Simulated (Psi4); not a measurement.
Br₄Sn (SMILES [Br][Sn]([Br])([Br])[Br]), singlet, at a GFN2-xTB geometry (such geometries of metal compounds can be far from the true shape) (all electrons, no relativity); M06-2X/STO-3G (Psi4).

Here is a job for Psi4.
```
memory 2 GB

molecule {
0 1
  Br   -0.91186099    2.25519566   -0.77092607
  Sn   -0.00000000    0.00000000    0.00000000
  Br   -1.75646102   -1.80817005   -0.39634669
  Br    0.55773232    0.11338300    2.48752968
  Br    2.11058968   -0.56040861   -1.32025692
}

set basis sto-3g
set scf_type pk

energy('m06-2x')
print_variables()
```

### Question
Write the output that Psi4 gives for this input, abridged.

### Answer

```
   => Loading Basis Set <=

    Name: STO-3G
    Role: ORBITAL
    Keyword: BASIS

         ---------------------------------------------------------
                                   SCF
               by Justin Turney, Rob Parrish, Andy Simmonett
                          and Daniel G. A. Smith
                              RKS Reference
         ---------------------------------------------------------

  ==> Geometry <==

    Molecular point group: c1
    Full point group: Td

    Geometry (in Angstrom), charge = 0, multiplicity = 1:

       Center              X                  Y                   Z               Mass
    ------------   -----------------  -----------------  -----------------  -----------------
         BR          -0.911860988188     2.255195660000    -0.770926070000    78.918337600000
         SN           0.000000001812     0.000000000000    -0.000000000000   119.902201630000
         BR          -1.756461018188    -1.808170050000    -0.396346690000    78.918337600000
         BR           0.557732321812     0.113383000000     2.487529680000    78.918337600000
         BR           2.110589681812    -0.560408610000    -1.320256920000    78.918337600000

  Running in c1 symmetry.

  Rotational constants: A =      0.01230  B =      0.01230  C =      0.01230 [cm^-1]
  Rotational constants: A =    368.78606  B =    368.78606  C =    368.78606 [MHz]
  Nuclear repulsion = 2384.988825885996903

  Charge       = 0
  Multiplicity = 1
  Electrons    = 190
  Nalpha       = 95
  Nbeta        = 95

  ==> Algorithm <==

  SCF Algorithm Type is PK.
  DIIS enabled.
  MOM disabled.
  Fractional occupation disabled.
  Guess Type is SAD.
  Energy threshold   = 1.00e-06
  Density threshold  = 1.00e-06
  Integral threshold = 1.00e-12

  ==> Primary Basis <==

  Basis Set: STO-3G
    Blend: STO-3G
    Number of shells: 43
    Number of basis functions: 99
    Number of Cartesian functions: 105
    Spherical Harmonics?: true
    Max angular momentum: 2

  ==> DFT Potential <==

   => LibXC <=

    Version 7.1.2
    S. Lehtola, C. Steigemann, M. J. T. Oliveira, and M. A. L. Marques,  SoftwareX 7, 1–5 (2018) (10.1016/j.softx.2017.11.002)

   => Composite Functional: M06-2X <=

    Hybrid M06-2X Meta-GGA XC Functional  (10.1007/s00214-007-0310-x)
    Y. Zhao and D. G. Truhlar,  Theor. Chem. Acc., 120, 215, 2008

    Deriv               =              1
    GGA                 =           TRUE
    Meta                =           TRUE

    Exchange Hybrid     =           TRUE
    MP2 Hybrid          =          FALSE

   => Exchange Functionals <=

    1.0000   XC_HYB_MGGA_X_M06_2X

   => Exact (HF) Exchange <=

    0.5400               HF

   => Correlation Functionals <=

    1.0000   XC_MGGA_C_M06_2X

   => LibXC Density Thresholds  <==

    XC_MGGA_C_M06_2X:  1.00E-12
    XC_HYB_MGGA_X_M06_2X:  1.00E-15

   => Molecular Quadrature <=

    Radial Scheme          =       TREUTLER
    Pruning Scheme         =           NONE
    Nuclear Scheme         =       TREUTLER

    Blocking Scheme        =         OCTREE
    BS radius alpha        =              1
    Pruning alpha          =              1
    Radial Points          =             75
    Spherical Points       =            302
    Total Points           =          98187
    Total Blocks           =            828
    Max Points             =            256
    Max Functions          =             59
    Weights Tolerance      =       1.00E-15

  ==> Integral Setup <==

  Using in-core PK algorithm.
   Calculation information:
      Number of atoms:                   5
      Number of AO shells:              43
      Number of primitives:            129
      Number of atomic orbitals:       105
      Number of basis functions:        99

      Integral cutoff                 1.00e-12
      Number of threads:                 1

  Performing in-core PK
  Using 24507450 doubles for integral storage.
  We computed 146352 shell quartets total.
  Whereas there are 447931 unique shell quartets.

  ==> DiskJK: Disk-Based J/K Matrices <==

    J tasked:                  Yes
    K tasked:                  Yes
    wK tasked:                  No
    Schwarz Cutoff:          1E-12

  Minimum eigenvalue in the overlap matrix is 3.3522394511E-01.
  Reciprocal condition number of the overlap matrix is 1.9201236175E-01.
    Using symmetric orthogonalization.

  ==> Pre-Iterations <==

  SCF Guess: Superposition of Atomic Densities via on-the-fly atomic UHF (no occupation information).

   -------------------------
    Irrep   Nso     Nmo
   -------------------------
     A         99      99
   -------------------------
    Total      99      99
   -------------------------

  ==> Iterations <==

                        Total Energy        Delta E     RMS |[F,P]|

   @RKS iter SAD: -16143.15909016333535   -1.61432e+04   0.00000e+00
   @RKS iter   1: -16149.85047007038884   -6.69138e+00   3.47476e-03 ADIIS/DIIS
   @RKS iter   2: -16149.88910023716198   -3.86302e-02   3.58717e-04 ADIIS/DIIS
   @RKS iter   3: -16149.88998691405322   -8.86677e-04   2.12265e-04 ADIIS/DIIS
   @RKS iter   4: -16149.89053441274518   -5.47499e-04   9.24916e-06 DIIS
   @RKS iter   5: -16149.89053565145514   -1.23871e-06   4.30145e-07 DIIS
   @RKS iter   6: -16149.89053565615723   -4.70209e-09   6.24071e-08 DIIS
  Energy and wave function converged.

  ==> Post-Iterations <==

   Electrons on quadrature grid:
      Ntotal   =  190.0000075083 ; deviation = 7.508e-06

    Orbital Energies [Eh]
    ---------------------

    Doubly Occupied:

       1A   -1023.307703     2A   -479.851270     3A   -479.851210
       4A   -479.851193     5A   -479.851097     6A   -150.708026
       7A   -143.275477     8A   -143.275476     9A   -143.275476
      10A    -61.297670    11A    -61.297538    12A    -61.297499
      13A    -61.297416    14A    -56.366516    15A    -56.366458
      16A    -56.366441    17A    -56.366346    18A    -56.363323
      19A    -56.363322    20A    -56.363265    21A    -56.363264
      22A    -56.363248    23A    -56.363248    24A    -56.363156
      25A    -56.363155    26A    -28.231538    27A    -25.537828
      28A    -25.537825    29A    -25.537824    30A    -17.561450
      31A    -17.561449    32A    -17.561439    33A    -17.561437
      34A    -17.561436    35A     -8.311191    36A     -8.311062
      37A     -8.311022    38A     -8.310949    39A     -6.248682
      40A     -6.248295    41A     -6.248253    42A     -6.248177
      43A     -6.233200    44A     -6.233194    45A     -6.233148
      46A     -6.233101    47A     -6.233085    48A     -6.233064
      49A     -6.233000    50A     -6.232981    51A     -4.397285
      52A     -3.263471    53A     -3.263465    54A     -3.263460
      55A     -1.879978    56A     -1.879803    57A     -1.879767
      58A     -1.879678    59A     -1.875750    60A     -1.875738
      61A     -1.875686    62A     -1.875637    63A     -1.875622
      64A     -1.875601    65A     -1.875563    66A     -1.875511
      67A     -1.863876    68A     -1.863868    69A     -1.863818
      70A     -1.863807    71A     -1.863804    72A     -1.863799
      73A     -1.863725    74A     -1.863714    75A     -0.802304
      76A     -0.802289    77A     -0.802286    78A     -0.788993
      79A     -0.788989    80A     -0.752940    81A     -0.711327
      82A     -0.711318    83A     -0.711279    84A     -0.450723
      85A     -0.348921    86A     -0.348883    87A     -0.348763
      88A     -0.265700    89A     -0.265676    90A     -0.262692
      91A     -0.262686    92A     -0.262658    93A     -0.261135
      94A     -0.261125    95A     -0.261093

    Virtual:

      96A      0.038191    97A      0.128646    98A      0.128696
      99A      0.128740

    Final Occupation by Irrep:
              A
    DOCC [    95 ]
    NA   [    95 ]
    NB   [    95 ]

  @RKS Final Energy: -16149.89053565615723

   => Energetics <=

    Nuclear Repulsion Energy =           2384.9888258859969028
    One-Electron Energy =              -27258.9143973349928274
    Two-Electron Energy =                8971.9183204376422509
    DFT Exchange-Correlation Energy =    -247.8832846448046041
    Empirical Dispersion Energy =           0.0000000000000000
    VV10 Nonlocal Energy =                  0.0000000000000000
    Total Energy =                     -16149.8905356561572262

Computation Completed

Properties will be evaluated at   0.000000,   0.000000,   0.000000 [a0]

Properties computed using the SCF density matrix

 Multipole Moments:

 ------------------------------------------------------------------------------------
     Multipole            Electronic (a.u.)      Nuclear  (a.u.)        Total (a.u.)
 ------------------------------------------------------------------------------------

 L = 1.  Multiply by 2.5417464519 to convert [e a0] to [Debye]
 Dipole X            :         -0.0005677           -0.0000000           -0.0005677
 Dipole Y            :         -0.0003096            0.0000000           -0.0003096
 Dipole Z            :         -0.0008719           -0.0000000           -0.0008719
 Magnitude           :                                                    0.0010855

 ------------------------------------------------------------------------------------

  Variable Map:
  ----------------------------------------------------------------------------
  "CURRENT ENERGY"              =>  -16149.890535656157
  "CURRENT REFERENCE ENERGY"    =>  -16149.890535656157
  "DD SOLVATION ENERGY"         =>       0.000000000000
  "DFT FUNCTIONAL TOTAL ENERGY" =>  -16149.890535656157
  "DFT TOTAL ENERGY"            =>  -16149.890535656157
  "DFT VV10 ENERGY"             =>       0.000000000000
  "DFT XC ENERGY"               =>    -247.883284644805
  "GRID ELECTRONS ALPHA"        =>      95.000003754141
  "GRID ELECTRONS BETA"         =>      95.000003754141
  "GRID ELECTRONS TOTAL"        =>     190.000007508283
  "NUCLEAR REPULSION ENERGY"    =>    2384.988825885997
  "ONE-ELECTRON ENERGY"         =>  -27258.914397334993
  "PCM POLARIZATION ENERGY"     =>       0.000000000000
  "PE ENERGY"                   =>       0.000000000000
  "SCF ITERATION ENERGY"        =>  -16149.890535656157
  "SCF ITERATIONS"              =>       6.000000000000
  "SCF TOTAL ENERGY"            =>  -16149.890535656157
  "TWO-ELECTRON ENERGY"         =>    8971.918320437642
  "XC GRID RADIAL POINTS"       =>      75.000000000000
  "XC GRID SPHERICAL POINTS"    =>     302.000000000000
  "XC GRID TOTAL POINTS"        =>   98187.000000000000

  Array Variable Map:
  ----------------------------------------------------------------------------
  "CURRENT DIPOLE"              =>      -0.000567663754 ... -0.000871919577 1 by 3
  "SCF DIPOLE"                  =>      -0.000567663754 ... -0.000871919577 1 by 3
  "SCF TOTAL ENERGIES"          =>  -16143.159090163335 ... -16149.890535656157 1 by 7
```
